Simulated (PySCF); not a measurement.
Positional isomers: silole fluoro. All species are isolated molecules in the gas phase. Strings in code marks are SMILES.

The S1–T1 gap (TDA) from two functionals at the same geometries (PBE0-D3(BJ)/def2-TZVP), both in PySCF: PBE-D3(BJ)/def2-TZVP and PBE0-D3(BJ)/def2-TZVP. Excitations are Tamm–Dancoff values on a coarser integration grid. The basis has no diffuse functions, so Rydberg states are missing or too high.

```json
[
 {"species": "`FC1=CC=C[SiH2]1`", "PBE-D3(BJ)/def2-TZVP (eV)": "1.70"},
 {"species": "`FC1=C[SiH2]C=C1`", "PBE-D3(BJ)/def2-TZVP (eV)": "1.65"},
 {"species": "`F[SiH]1C=CC=C1`", "PBE-D3(BJ)/def2-TZVP (eV)": "1.61"}
]
```

Problem. What does PBE0-D3(BJ)/def2-TZVP give for each?

Solution. 
- `FC1=CC=C[SiH2]1`: 1.92
- `FC1=C[SiH2]C=C1`: 1.94
- `F[SiH]1C=CC=C1`: 1.87
Over these rows, drawn at random from the members with no instability flagged (it was tested for open shells, ions and some series alone), PBE minus PBE0-D3(BJ): mean -0.26 eV, from -0.30 eV to -0.23 eV.
